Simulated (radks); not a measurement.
Question: The phosphorus anion P3-, [Ar], held by a Watson sphere: a shell of charge +3 at radius R that stands for the Madelung well of a crystal (potential energy -3/R inside, -3/r outside, in hartree with lengths in bohr). Method: non-relativistic Kohn-Sham, PBE, spin-polarised, spherical densities, point nucleus; computed with a radial shooting solver on a logarithmic mesh with Libxc functionals. Response by self-consistent Sternheimer equations with the Hartree and adiabatic LDA kernel. The sphere does not respond.

R (bohr)  e(2p) (eV)  e(3s) (eV)  e(3p) (eV)  <r> 3p (bohr)  sum of <r^2> (bohr^2)  X-ray form factor at sin(theta)/lambda = 0.3 1/angstrom  alpha (bohr^3)
1.9          -121.26     -17.020      -8.356          2.196                  44.51                                                    8.506           26.48
2.02         -121.01     -16.560      -8.119          2.246                  46.29                                                    8.474           28.65
2.59         -120.78     -14.570      -6.918          2.480                  55.34                                                    8.433           42.74
2.75         -120.80     -14.086      -6.583          2.544                  57.98                                                    8.443           48.01
3.22         -120.81     -12.865      -5.658          2.729                  65.94                                                    8.486           67.80
3.24         -120.81     -12.819      -5.621          2.737                  66.28                                                    8.488           68.81
3.95         -120.66     -11.496      -4.465          3.007                  79.02                                                    8.539           115.7
4.15         -120.60     -11.215      -4.192          3.082                  82.80                                                    8.547           133.6

Estimate the row for R = 3.27 bohr.

Answer: e(2p) (eV) -120.81; e(3s) (eV) -12.752; e(3p) (eV) -5.566; <r> 3p (bohr) 2.749; sum of <r^2> (bohr^2) 66.80; X-ray form factor at sin(theta)/lambda = 0.3 1/angstrom 8.491; alpha (bohr^3) 70.35.
